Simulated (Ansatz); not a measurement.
Sn7Ge7H20⁻, an alloyed nanocrystal cut from the lattice of tin (7 Ge, random), relaxed as a doublet with UKS r2SCAN-D4/def2-SVP in Ansatz, starting from the r2SCAN-D4/def2-SVP geometry of the neutral singlet. Force threshold 0.03 eV/Å.

In the def2 sets Sn takes a core potential; there is no spin–orbit coupling. Single mean-field runs in def2-SVP are fitted with def2-universal-jkfit.

Start:

```csv
atom,x (Å),y (Å),z (Å)
Sn1,3.085,-2.436,-0.355
Sn2,-3.855,0.564,-1.038
Sn3,0.302,-0.002,-2.523
Sn4,-0.940,-2.132,0.996
Ge5,2.147,-0.268,3.064
Ge6,-0.477,2.011,1.059
Sn7,3.428,1.843,-0.215
Sn8,-3.635,-1.886,0.288
Ge9,0.592,-2.209,-1.133
Ge10,3.655,-0.374,1.157
Sn11,-2.332,0.396,-3.374
Ge12,-2.826,2.394,0.533
Ge13,0.917,1.999,-0.940
Ge14,-0.173,-0.028,2.360
H15,4.144,-2.476,-1.710
H16,3.295,-3.896,0.530
H17,-5.499,0.965,-1.373
H18,1.410,-0.022,-3.846
H19,-0.653,-3.547,1.942
H20,2.285,-1.548,3.914
H21,2.540,0.930,3.955
H22,-0.004,3.194,1.942
H23,4.452,1.803,-1.596
H24,3.876,3.196,0.747
H25,-4.102,-3.190,-0.733
H26,-4.640,-1.935,1.684
H27,0.204,-3.423,-2.011
H28,5.101,-0.520,1.689
H29,-2.883,-0.886,-4.381
H30,-2.429,1.851,-4.289
H31,-2.963,3.784,-0.123
H32,-3.628,2.430,1.852
H33,0.663,3.324,-1.699
H34,-1.053,0.094,3.628
```

| step | energy (eV) | largest force component (eV/Å) | SCF passes |
| --- | --- | --- | --- |
| 1 | -436746.9376 | 0.624 | 26 |
| 2 | -436747.4132 | 0.315 | 27 |
| 3 | -436747.5972 | 0.178 | 28 |
| 4 | -436747.6373 | 0.071 | 27 |
| 5 | -436747.6981 | 0.136 | 28 |
| 6 | -436747.7602 | 0.167 | 27 |
| 7 | -436747.8283 | 0.254 | 25 |
| 8 | -436747.8760 | 0.203 | 22 |
| 9 | -436747.8893 | 0.135 | 22 |
| 10 | -436747.8980 | 0.143 | 22 |
| 11 | -436747.9069 | 0.055 | 22 |
| 12 (rejected) | -436747.8989 | 0.190 | 22 |
| 13 | -436747.9143 | 0.015 | 22 |
| 14 | -436747.9171 | 0.040 | 22 |
| 15 | -436747.9195 | 0.112 | 22 |
| 16 | -436747.9207 | 0.105 | 22 |
| 17 | -436747.9223 | 0.055 | 22 |
| 18 | -436747.9228 | 0.020 | 22 |
| 19 (rejected) | -436747.9219 | 0.054 | 22 |
| 20 | -436747.9230 | 0.017 | 22 |

Force components are those of the run's own axes.

End:

```tsv
atom	x (Å)	y (Å)	z (Å)
Sn1	3.3000	-2.6142	0.0175
Sn2	-3.8586	0.6912	-1.1174
Sn3	0.0121	-0.2547	-2.7013
Sn4	-0.7677	-2.2061	0.8731
Ge5	2.1225	-0.1679	3.1273
Ge6	-0.4493	1.9388	0.9805
Sn7	3.3037	1.6471	-0.3715
Sn8	-3.4206	-1.8385	0.0245
Ge9	0.9264	-2.3258	-1.1433
Ge10	3.7007	-0.3497	1.2829
Sn11	-2.5595	0.9420	-3.6144
Ge12	-2.8215	2.3652	0.6218
Ge13	0.7886	1.7482	-1.1176
Ge14	-0.1701	-0.0872	2.3090
H15	4.5822	-2.7913	-1.1355
H16	3.5345	-3.9188	1.1458
H17	-5.5761	0.9609	-1.0564
H18	1.2049	-0.0266	-3.9680
H19	-0.7140	-3.5724	1.9439
H20	2.2985	-1.3728	4.0844
H21	2.4255	1.0968	3.9693
H22	0.1343	3.1179	1.8087
H23	4.3690	1.4570	-1.7207
H24	3.8074	3.1178	0.3963
H25	-3.8379	-3.0899	-1.0973
H26	-4.4890	-2.0931	1.3694
H27	0.5922	-3.6968	-1.8112
H28	5.1361	-0.2618	1.8699
H29	-3.4575	-0.1920	-4.5912
H30	-3.1114	2.4960	-4.2391
H31	-2.9759	3.8266	0.1292
H32	-3.5500	2.3085	1.9890
H33	0.6222	3.1344	-1.8045
H34	-1.1019	0.0113	3.5471
```

By distances, no bond broke or formed. The bond that changes most is Sn3–Sn11, from 2.80 to 2.98 Å (atoms count from 1).

The force fell under the threshold at step 13, but the optimiser went on and released 0.009 eV more. No frequencies were taken in this run, so the end may be a saddle point.

It took 2.6 min on 2 threads of AMD EPYC 7R13 on a shared host and a share (18 GiB) of an NVIDIA H100 80GB HBM3, peak host memory 1.2 GiB.
